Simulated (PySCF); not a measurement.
Gas-phase reaction: TiO2 + 4 H + 2 O ⇌ Ti(OH)4, at 600 K and a standard pressure of 1 bar. Level: CCSD(T)/def2-SVP†.

Computed with PySCF and rigid-rotor harmonic-oscillator thermochemistry at 1 bar. † marks an energy on the PBE0/def2-TZVP geometry and frequencies. CCSD(T) freezes the core. Open shells (unrestricted): H (multiplicity 2), O (multiplicity 3, electronic degeneracy 9); the rest are closed-shell singlets. Spin-orbit splitting is ignored; it lowers the true energy and changes the entropy of O. Ti(OH)4: computed as isolated molecules; such fragments, hydroxides, amides, oligomers or adducts are transient or little studied in the gas. CCSD(T) isn't extrapolated to the basis-set limit. The harmonic model lacks anharmonicity and excited electronic states, which grow with temperature; levels with a mode under 35 cm⁻¹ are left out. Warning, large T1 diagnostic: Ti(OH)4, TiO2 (CCSD(T)/def2-SVP†).

| species | E (Ha) | H(600 K) − E (kJ/mol) | S°(600 K) (J/mol/K) |
|---|---|---|---|
| TiO2 | -998.60059 | 39.9 | 291.1 |
| H | -0.49928 | 12.5 | 129.3 |
| O | -74.83747 | 12.5 | 176.2 |
| Ti(OH)4 | -1151.14333 | 207.2 | 471.9 |
E: electronic energy; H − E holds the zero-point and thermal terms. 1 Ha = 2625.5 kJ/mol.

Problem. Work out ΔH°, ΔS°, ΔG° and log10 K from these numbers.

Solution. 1. ΔE = 1×(-1151.14333) − 1×(-998.60059) − 4×(-0.49928) − 2×(-74.83747) = -0.87068 Ha = -2286.0 kJ.
2. Δ(H − E) = 1×(207.2) − 1×(39.9) − 4×(12.5) − 2×(12.5) = 92.3 kJ, so ΔH° = -2193.7 kJ.
3. ΔS° = 1×(471.9) − 1×(291.1) − 4×(129.3) − 2×(176.2) = -688.8 J/K; the number of gas molecules changes by -6.
4. ΔG° = ΔH° − TΔS° = -2193.7 − 600×(-688.8)/1000 = -1780.4 kJ.
5. log10 K = −ΔG°/(RT ln 10) = 154.95, with RT ln 10 = 11.49 kJ/mol; at standard pressures the products are favoured.
6. A shift of 10 kJ in ΔE would move log10 K by 0.87 here.
For scale, ΔH°(298 K) is -2187 kJ at this level, -2349 kJ at ωB97M-V/def2-TZVP†, and runs from -3327 to -1728 kJ over the 19 levels computed.
